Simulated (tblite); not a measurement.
Compound: C4H6F3N2 (charge +1).
Cartesian coordinates in Å at the GFN2-xTB level; atoms count from 1:
```
atom  x, y, z in Å
N1    -0.548    0.145    1.389
C2    -0.660    0.033    0.074
C3     0.300   -0.326   -0.852
C4     1.678   -0.445   -0.687
N5     2.414   -0.014    0.307
C6    -2.092    0.297   -0.425
F7    -2.194    0.283   -1.742
F8    -2.503    1.487    0.020
F9    -2.918   -0.625    0.075
H10    0.269   -0.171    1.889
H11   -1.365    0.364    1.947
H12   -0.064   -0.541   -1.848
H13    2.218   -0.916   -1.502
H14    2.041    0.559    1.052
H15    3.420   -0.122    0.281
```

Method: GFN2-xTB as coded in tblite; computed harmonic values from a numerical Hessian at the method's own geometry, unscaled. This tight-binding method is rough: wavenumbers can miss measured ones by several per cent, in bad cases by 10 to 20. One conformer, not necessarily the lowest. The optimisation stopped once no atom felt more than 0.01 eV/Å.

Lowest wavenumbers of the output (negative numbers stand for imaginary wavenumbers):
```
mode    cm-1
  1     -25.6
  2      78.0
  3     140.8
  4     201.4
  5     224.6
  6     271.7
  7     298.7
  8     374.9
  9     443.4
 10     482.5
 11     525.9
 12     546.3
 13     588.8
 14     619.7
 15     645.7
```

Question: Is this structure a minimum?

Answer: Not by this Hessian. 1 mode is imaginary beyond 20i (26i cm⁻¹), so at this level the point lies at or near a first-order saddle. The curvature is small, so loose convergence or finite differences may be the whole cause.

Question: Which atoms move in the imaginary mode?

Answer: 26i: N1 (enamine nitrogen) 24 %, F9 (fluorine of a CF3 group) 19 %, F8 (fluorine of a CF3 group) 18 %, F7 (fluorine of a CF3 group) 12 %. These are shares of the mass-weighted motion.

Question: What is the remedy?

Answer: Step along that mode in both directions, optimise again with tighter thresholds and repeat the frequencies. The zero-point energy of this point (65.4 kcal/mol) counts the 38 real modes alone, and thermal corrections from it aren't those of a minimum.
